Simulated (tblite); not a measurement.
Species: C5H12FPSi.
SMILES with atom numbers: `[CH3:1][Si:2]([CH3:3])([CH3:4])[CH2:5]/[P:6]=[CH:7]/[F:8]` (hydrogens: H9, H10, H11 on C1; H12, H13, H14 on C3; H15, H16, H17 on C4; H18, H19 on C5; H20 on C7)

Computed with GFN2-xTB (tblite), gas phase: L-BFGS steps from a force-field or distance-geometry start until the largest atomic force falls under 0.01 eV/Å.

Geometry at step 6:
```
atom  x, y, z in Å
C1     -2.0337   -0.8817    0.6797
Si2    -0.6281   -0.0112   -0.2522
C3     -1.3629    1.6477   -0.7944
C4     -0.1432   -0.9503   -1.8145
C5      0.8058    0.3225    0.9783
P6      2.2652   -0.8044    0.8419
C7      3.3934   -0.1026   -0.1758
F8      4.5281   -0.8290   -0.3459
H9     -2.3356   -0.2829    1.5358
H10    -2.9097   -1.0010    0.0436
H11    -1.7536   -1.8645    1.0455
H12    -2.3325    1.4662   -1.2566
H13    -0.7492    2.1539   -1.5293
H14    -1.5093    2.3171    0.0493
H15     0.4299   -1.8496   -1.6059
H16    -1.0382   -1.2400   -2.3654
H17     0.4623   -0.3286   -2.4712
H18     0.9809    1.4048    1.0064
H19     0.4000    0.0441    1.9572
H20     3.5256    0.8002   -0.7587
```

Q: What forces act on the atoms?

A: 
```
atom  Fx (eV/Å)  Fy (eV/Å)  Fz (eV/Å)
  C1     -0.156     -0.130      0.102
 Si2     -0.198     -0.001     -0.041
  C3     -0.182      0.165     -0.085
  C4      0.120     -0.179     -0.302
  C5     -0.105      0.136      0.162
  P6      0.023      0.137     -0.040
  C7      0.189     -0.046     -0.064
  F8      0.070     -0.149      0.012
  H9     -0.029     -0.068      0.004
 H10      0.108     -0.016      0.066
 H11     -0.005     -0.005      0.002
 H12      0.077      0.134      0.073
 H13      0.060      0.090     -0.001
 H14     -0.037      0.019     -0.094
 H15     -0.041     -0.006      0.016
 H16      0.165      0.006      0.036
 H17     -0.037     -0.056      0.018
 H18      0.448     -0.371     -0.058
 H19      0.059      0.164      0.000
 H20     -0.528      0.177      0.194
```

The largest, 0.59 eV/Å, acts on H20 (H18 within 3 % of it); the rms over all components is 0.146 eV/Å. The forces sum to zero within rounding, as they must for an isolated molecule in no field.

Q: Give the force on H20 in Eh/bohr and in nN.

A: 0.590 eV/Å ÷ 51.422 = 0.01147 Eh/bohr, and 0.590 eV/Å × 1.602 = 0.94 nN.

Q: How far is this geometry from the end of the optimisation?

A: 0.288 eV above it, and 0.647 Å rms away after alignment. The bonds farthest from their final lengths, with half the difference of the two atoms' forces along the bond (positive lengthens):

```json
{"bond": "Si2–C4", "now (Å)": "1.886", "final (Å)": "1.906", "force along bond (eV/Å)": "+0.19"}
{"bond": "Si2–C3", "now (Å)": "1.894", "final (Å)": "1.907", "force along bond (eV/Å)": "+0.08"}
{"bond": "C7–F8", "now (Å)": "1.358", "final (Å)": "1.348", "force along bond (eV/Å)": "-0.03"}
{"bond": "Si2–C5", "now (Å)": "1.919", "final (Å)": "1.927", "force along bond (eV/Å)": "+0.11"}
{"bond": "C5–H18", "now (Å)": "1.097", "final (Å)": "1.088", "force along bond (eV/Å)": "-0.21"}
{"bond": "C1–Si2", "now (Å)": "1.898", "final (Å)": "1.905", "force along bond (eV/Å)": "+0.05"}
```

The angle farthest from its final value is P6–C7–H20, 139.4° against 127.5°.

Of the 3 listed bonds off by 0.010 Å or more, this force points towards the final length in 3.

What follows is the cost of the whole relaxation. On one thread, Arm Neoverse V1 (aarch64), no GPU (shared host), this took 1.4 s of wall time.
